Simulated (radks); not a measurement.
Values are calculated unless marked as measured or tabulated.
Spherical jellium clusters: N electrons in a uniform positive sphere of charge N and radius rs N^(1/3), rs = 5.25 bohr. Level of theory: non-relativistic Kohn-Sham, PBEsol, spin-polarised, spherical densities (a radial shooting solver with Libxc functionals). Levels are named by radial order and angular momentum (1s, 1p, 1d, 2s, ...), and open shells are averaged over m.

N = 8, configuration 1s2 1p6. This is the lowest configuration that the search found. Occupied levels:

level  occupation  eigenvalue (eV)  <r> (bohr)
1s              2          -3.3055       7.019
1p              6          -2.5906       8.276

Energy (eV): total -14.1765, kinetic 8.2755, external -197.53, Hartree 98.357, exchange-correlation -22.791, background 99.516.

Electron density:

r (bohr)  n(r) (e/bohr^3)
0.334           0.0009777
1.59             0.001150
2.85             0.001492
4.11             0.001872
5.36             0.002116
6.62             0.002065
7.88             0.001676
9.14             0.001093
10.4            0.0005602
11.7            0.0002271
12.9           0.00007966
14.2           0.00002621
15.4            8.419e-06
16.7            2.612e-06
